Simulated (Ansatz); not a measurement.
Isolated molecules relaxed with PBE0-D4/def2-TZVP in Ansatz; ΔE leaves out vibrations. CCSD(T)/CBS is the MP2 limit (def2-TZVPP, def2-QZVPP) plus CCSD(T) − MP2 in def2-TZVPP, frozen cores. This one scheme is used for every species. DFT in def2-TZVPP. B3LYP here is the variant with VWN-RPA as its local correlation; programs differ in this. For Ga outer-core shells are correlated without core-valence functions, which leaves a few kJ/mol of doubt a bond. Scalar relativity is left out up to krypton. One conformer a species, not always the lowest.

`N[CH2][Ga]([NH2])[OH]` + CH₄ → `[CH3][Ga]([NH2])[OH]` + CH₃NH₂  (formal exchange of groups at a Ga–C bond)

```json
{"level": "r2SCAN-D4", "ΔE (kcal/mol)": "-2.4"}
{"level": "B3LYP-D4", "ΔE (kcal/mol)": "-2.2"}
{"level": "PBE-QIDH", "ΔE (kcal/mol)": "-4.0"}
{"level": "r2SCAN", "ΔE (kcal/mol)": "-2.6"}
{"level": "SCS-MP2/def2-TZVPP", "ΔE (kcal/mol)": "-3.8"}
{"level": "CCSD(T)/def2-TZVPP", "ΔE (kcal/mol)": "-3.5"}
{"level": "HF/def2-QZVPP", "ΔE (kcal/mol)": "-5.9"}
{"level": "MP2/def2-QZVPP", "ΔE (kcal/mol)": "-3.7"}
```

**Question.** What does CCSD(T)/CBS give? (Best estimate.)

**Answer.** Computed: -3.6 kcal/mol. The listed levels differ from it by 1.2, 1.4, -0.4, 1.0, -0.2, 0.1, -2.3, -0.1 kcal/mol.

Largest T1 diagnostic among the species: 0.013.

In def2-TZVPP, CCSD(T) changes the Hartree–Fock value by +2.2 kcal/mol (the triples alone add +0.5 kcal/mol) and MP2 by +2.1 kcal/mol. The D4 term adds +0.9 kcal/mol with B3LYP and +0.5 kcal/mol with PBE0; it sums over pairs of atoms, weighted by their polarisabilities, and B3LYP, whose exchange is more repulsive, gets the larger term. Leaving LDA and LC-ωPBE aside and taking each functional with its dispersion term where it has one, the values, not all of them listed here, spread over 2.9 kcal/mol, from PBE-QIDH to BLYP-D4.
